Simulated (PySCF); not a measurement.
## Electronic structure of O⁺ (oxygen, charge +1) at the UHF level

Configuration: [He] 2s2 2p3, high-spin 4S determinant. Calculation: PySCF 2.14, in cc-pVTZ-DK; the spin-free X2C one-electron Hamiltonian (Gaussian nucleus).

```json
{
  "Total energy": "-74.422858 hartree",
  "One-electron energy": "-98.5254 hartree",
  "Hartree (Coulomb) energy": "32.0235 hartree",
  "Exchange energy": "-7.9210 hartree",
  "⟨S²⟩": "3.7554",
  "⟨L²⟩": "0.000",
  "Sum of ⟨r⟩": "5.817 bohr",
  "Sum of ⟨r²⟩": "7.387 bohr²",
  "Langevin diamagnetic susceptibility": "-5.85 ×10⁻⁶ cm³/mol",
  "Time after the integrals": "0.04 s of wall time on 1 thread of Intel(R) Xeon(R) 6975P-C (shared host)"
}
```

| shell | electrons | mean orbital energy (eV) | rms radius, mean of both spins (bohr) |
| --- | --- | --- | --- |
| 1s α | 1 | -583.07 | 0.230 |
| 1s β | 1 | -579.43 | 0.230 |
| 2s α | 1 | -56.459 | 1.20 |
| 2s β | 1 | -41.749 | 1.20 |
| 2p α | 3 | -36.194 | 1.21 |
